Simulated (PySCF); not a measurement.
Si(CF3)(F)3, SMILES F[Si](F)(C(F)(F)F)F (CF6Si), singlet at its PBE0/def2-SVP optimised geometry (Å):

```
8

F     -2.5083    -1.6797     1.5798
C     -1.1740    -1.6568     1.5556
F     -0.7398    -2.9189     1.5846
F     -0.7524    -1.0498     2.6673
Si    -0.5336    -0.7518     0.0000
F     -1.0603    -1.4927    -1.3084
F     -1.0595     0.7518     0.0000
F      1.0595    -0.7518     0.0000
```

Computed with PBE0/def2-TZVP run with PySCF 2.14.0. Cells within 0.4 Å of a nucleus heavier than hydrogen are left out (blank, or x).

Map of the electron localisation function on the plane z = 1.2 Å:

```
|00000000000000000000000000000|
|00000000000000000000000000000|
|00000000000000000000000000000|
|00000000000000000000000000000|
|00000000000000000000000000000|
|00000000000000000000000000000|
|00000000000000000000000000000|
|00000000011100000000000000000|
|00000001112110000000000000000|
|00000001233221000000000000000|
|00000012333321000000000000000|
|00000011233321000000000000000|
|00000001122210000000000000000|
|00000000001000000001000000000|
|00000000000000000111110000000|
|00000000011110000122210000000|
|12332000245532001233321000000|
|13565311478874100233321000000|
|25788632699996200123321000000|
|36899854689997200012210000000|
|478998754x6996200001110000000|
|4789x8763x3763100000000000000|
|36899864334531000000000000000|
|35788742256543200000000000000|
|24676410267777531000000000000|
|12443100478898752000000000000|
|01110002689x99863100000000000|
|00000003789998753100000000000|
|00000003678887531000000000000|
```
Scale: ten equal steps from 0.000 (start of '0') to 0.958 (end of '9'), in the order '0123456789'; x runs from -3.50 to 3.50, y from -3.50 (bottom) to 3.50 (top).
